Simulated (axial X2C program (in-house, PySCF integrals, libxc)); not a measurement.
Outer orbitals of ScH at 1.849 Å, PBE0

Computed with an in-house relativistic program for diatomic molecules. Spin-free means the one-electron spin-free X2C Hamiltonian; two-component (2c) means X2C with spin–orbit coupling and atomic mean-field two-electron Coulomb and Gaunt terms, so the difference of the two also holds small scalar two-electron terms. Basis: Sc dyall-cv3z [10s11p7d5f2g], H dyall-v3z [6s2p1d] (cores contracted in-house); Gaussian nuclei, density fitting, unrestricted open shells. Masses: Sc 44.956 u, H 1.008 u.

The distance is close to the 2c PBE0 minimum; the highest filled and lowest empty levels are listed.

Spin-free orbitals, state M_S = 1, Λ = 2 (beyond evenly filled blocks: σα, δ+α) (Löwdin shares):

```csv
symmetry,occupied,ε (eV),atomic character
σα,yes,-35.26,98% Sc p
π-α,yes,-35.05,100% Sc p
σβ,yes,-34.65,98% Sc p
π-β,yes,-33.95,100% Sc p
π+β,yes,-33.95,100% Sc p
σα,yes,-7.13,"56% H s, 21% Sc s, 15% Sc d"
σβ,yes,-6.88,"58% H s, 19% Sc s, 14% Sc d"
σα,yes,-4.48,"57% Sc s, 20% Sc d, 19% Sc p"
δ+α,yes,-4.16,100% Sc d
σβ,no,-1.80,"61% Sc s, 28% Sc p, 6% Sc d"
σα,no,-1.34,"49% Sc d, 46% Sc p, 4% H s"
π+α,no,-1.33,"61% Sc p, 39% Sc d"
π-α,no,-1.25,"63% Sc p, 37% Sc d"
```

Spinors with spin–orbit coupling (state Ω = 1):

| ω | occupied | ε (eV) | atomic character | λ mixture |
| --- | --- | --- | --- | --- |
| -1/2 | yes | -35.27 | 98% Sc p | 96% σ, 4% π |
| -3/2 | yes | -34.86 | 100% Sc p | 100% π |
| 1/2 | yes | -34.59 | 98% Sc p | 97% σ, 3% π |
| -1/2 | yes | -34.04 | 100% Sc p | 96% π, 4% σ |
| 3/2 | yes | -33.76 | 100% Sc p | 100% π |
| -1/2 | yes | -7.12 | 56% H s, 21% Sc s, 15% Sc d | 100% σ |
| 1/2 | yes | -6.88 | 58% H s, 19% Sc s, 14% Sc d | 100% σ |
| -1/2 | yes | -4.48 | 57% Sc s, 20% Sc d, 19% Sc p | 100% σ |
| 3/2 | yes | -4.17 | 100% Sc d | 100% δ |
| 1/2 | no | -1.80 | 61% Sc s, 28% Sc p, 6% Sc d | 100% σ |
| -1/2 | no | -1.33 | 49% Sc d, 46% Sc p, 4% H s | 100% σ |
| 1/2 | no | -1.33 | 61% Sc p, 39% Sc d | 100% π |
| -3/2 | no | -1.24 | 63% Sc p, 37% Sc d | 100% π |

Mulliken charges and populations of the two-component result (they depend on the basis, above all on diffuse functions):

Sc 0.33 e (s 7.03 p 12.21 d 1.42), H -0.33 e (s 1.32 p 0.01). ⟨Lz⟩ = 2.00 ħ and ⟨Sz⟩ = -1.00 ħ (-0.99 and -0.01 on the two atoms), which add up to Ω.

The state is one determinant whose occupation by symmetry is held fixed; it was picked as the lowest of a PBE0 search that is not exhaustive. Density functionals use the spin component along the axis (collinear). Other states lie close and PBE0, whose exact exchange favours high spin, may order them wrongly; the determinant shown need not be the ground state. The nearest other spin-free determinant of the search, M_S = 0, Λ = 0, lies 0.08 eV up at the distance of the search. Without a current term, density functionals place determinants with orbital angular momentum somewhat too high. With several unpaired electrons one determinant need not be a pure state.
